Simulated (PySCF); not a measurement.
Polarisability and C₆ of Ca (calcium, neutral)

[Ar] 4s1 4p1, high-spin 3P determinant (an excited configuration). Calculation: PySCF 2.14, in aug-cc-pwCVTZ-X2C with one added diffuse shell each of s, p, d, f type (10s9p7d4f, 100 functions); scalar relativity by spin-free X2C-1e. Coupled (time-dependent) response in atomic units; α is the mean over directions.

```tsv
method	mean α (bohr³)	α xx, yy, zz	C₆ (like pair)	S(−4)
UHF	251.1	240.1, 272.9, 240.1	3434	68020
```

S(−4) is the Cauchy moment in α(ω) = α(0) + S(−4) ω² + …

α(iu) at UHF:

```json
{"u (hartree)": "0", "α(iu) (bohr³)": "251.1"}
{"u (hartree)": "0.0500", "α(iu) (bohr³)": "160.9"}
{"u (hartree)": "0.100", "α(iu) (bohr³)": "90.27"}
{"u (hartree)": "0.200", "α(iu) (bohr³)": "38.19"}
{"u (hartree)": "0.300", "α(iu) (bohr³)": "21.23"}
{"u (hartree)": "0.500", "α(iu) (bohr³)": "10.11"}
{"u (hartree)": "0.750", "α(iu) (bohr³)": "5.833"}
{"u (hartree)": "1.00", "α(iu) (bohr³)": "4.005"}
{"u (hartree)": "1.50", "α(iu) (bohr³)": "2.315"}
{"u (hartree)": "2.00", "α(iu) (bohr³)": "1.519"}
{"u (hartree)": "3.00", "α(iu) (bohr³)": "0.7982"}
{"u (hartree)": "5.00", "α(iu) (bohr³)": "0.3374"}
```

The components differ because the open shell of this determinant is not spherical; for a pure term their mean is the scalar polarisability.
